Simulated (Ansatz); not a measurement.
Pulling on the Al1–F3 bond in AlF2H (SMILES [F][AlH][F]) (multiplicity 1 held, fragments rigid). Energies count from the point at 1.644 Å.
Geometry at that point (charge 0, multiplicity 1):
```xyz
4

Al    -0.297    -0.200    -0.235
H     -1.376    -0.925    -1.085
F     -0.220     1.442    -0.185
F      0.802    -1.050     0.644
```

R- and RO- levels are restricted; in cc, def2 and unpolarised 6-31G sets they are followed outwards from rest. U- levels take the lowest unrestricted solution at each point, which mixes spins at long bonds. Levels need not reach the same state.

Frozen-core correlation.

Programs: Ansatz (Gaussian basis) for Hartree–Fock, density functionals and correlated methods. 

Energies in kJ/mol.

```
R (Å)  R-HF/cc-pV(T+d)Z  R-PBE/cc-pV(T+d)Z  R-B3LYP/cc-pV(T+d)Z  U-CCSD(T)/cc-pV(T+d)Z
-----  ----------------  -----------------  -------------------  ---------------------
1.315               281                315                  303                    307
1.480                40                 59                   53                     53
1.644                 0                  0                    0                      0
1.809                41                 24                   30                     31
1.973               114                 80                   91                     95
2.220               237                181                  199                    208
2.466               353                277                  301                    316
2.877               514                408                  441                    478
3.288               635                501                  541                    587
3.782               742                572                  620                    645
4.439               841                624                  683                    657
5.262               919                654                  722                    659
```

Doubts at one or more of the structures used: a restricted determinant that unrestricted orbitals would lower (R-HF/cc-pV(T+d)Z, R-PBE/cc-pV(T+d)Z, R-B3LYP/cc-pV(T+d)Z); a spin-contaminated determinant (U-CCSD(T)/cc-pV(T+d)Z); T1 above 0.05 (U-CCSD(T)/cc-pV(T+d)Z).

Ansatz is a first-principles code.
